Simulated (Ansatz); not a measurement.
(H2Al-mu-Br)2 (Al₂H₄Br₂). Charge 0, multiplicity 1. Geometry PBE0-D4/def2-SVP, basis def2-TZVP, Ansatz.

| run | HOMO (eV) | LUMO (eV) |
| --- | --- | --- |
| A | -8.46 | -0.80 |
| B | -7.32 | -1.41 |
| C | -8.24 | -1.03 |
| D | -8.04 | -1.19 |
| E | -6.99 | -1.80 |
| F | -10.95 | 1.00 |

LC-ωPBE has ω = 0.4 bohr⁻¹. B3LYP takes the VWN-RPA correlation.

The runs used B3LYP, LC-ωPBE, PBE, PBE0, r2SCAN, r2SCAN0. Estimate which is which.

A r2SCAN0 (25 % exact exchange); B r2SCAN (0 % exact exchange); C PBE0 (25 % exact exchange); D B3LYP (20 % exact exchange); E PBE (0 % exact exchange); F LC-ωPBE (range-separated). Exact exchange lowers occupied and raises empty levels; among semilocal functionals meta-GGAs tend to open the gap a little, and such runs are hard to tell apart. The gap grows from 5.19 eV (PBE) to 11.95 eV (LC-ωPBE).
